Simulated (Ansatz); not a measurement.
Complex (SMILES): [SiH4] (SiH4) with [H][H] (H2), atoms 1 to 5 the first; geometry from B3LYP-D3(BJ)/def2-TZVP, monomers rigid:
```xyz
7

Si     0.0572    -0.2137    -0.1147
H      1.0024     0.6011     0.6813
H     -0.6863    -1.1236     0.7855
H     -0.8976     0.6793    -0.8090
H      0.8074    -1.0085    -1.1129
H     -1.6187     1.7089     2.1168
H     -2.0030     2.1245     2.5994
```

How fast the counterpoise-corrected interaction energy converges with the basis for several methods (Ansatz, a quantum-chemistry and plane-wave program): deviation from each method's own reference, in kcal/mol. References: HF 0.34 kcal/mol, the value in aug-pcseg-3; MP2 -0.13 kcal/mol, Hartree-Fock in aug-cc-pV(Q+d)Z plus the correlation part extrapolated as X^-3 from aug-cc-pV(T+d)Z and aug-cc-pV(Q+d)Z; PBE -0.11 kcal/mol, the value in aug-pcseg-3; wB97M-V -0.14 kcal/mol, the value in aug-pcseg-3. Cartesian d functions, on some or all atoms, in 6-31G*, 6-311G**, 6-311+G**; all else is spherical. In correlated methods cores are frozen. No added dispersion term, no relativity. Functionals ending in -V hold VV10 correlation. 

```csv
basis,functions,HF,MP2,PBE,wB97M-V
3-21G,25,-0.03,0.31,0.02,[?]
6-31G*,31,-0.05,0.27,0.01,[?]
def2-SVP,48,-0.01,0.23,-0.01,[?]
pcseg-1,48,-0.02,0.27,-0.01,[?]
6-311G**,63,-0.01,0.24,0.01,[?]
6-311+G**,67,0.00,0.24,0.02,[?]
cc-pV(Q+d)Z,244,0.00,0.05,0.00,[?]
pcseg-3,262,0.00,0.05,0.00,[?]
```

Q: Complete the blanks.

A: 
- 3-21G, wB97M-V: -0.05
- 6-31G*, wB97M-V: -0.04
- def2-SVP, wB97M-V: 0.01
- pcseg-1, wB97M-V: 0.03
- 6-311G**, wB97M-V: -0.02
- 6-311+G**, wB97M-V: -0.01
- cc-pV(Q+d)Z, wB97M-V: 0.00
- pcseg-3, wB97M-V: 0.00

Mean absolute deviation over 6-311G**, 6-311+G**: HF 0.00, wB97M-V 0.01, PBE 0.02, MP2 0.24 kcal/mol.
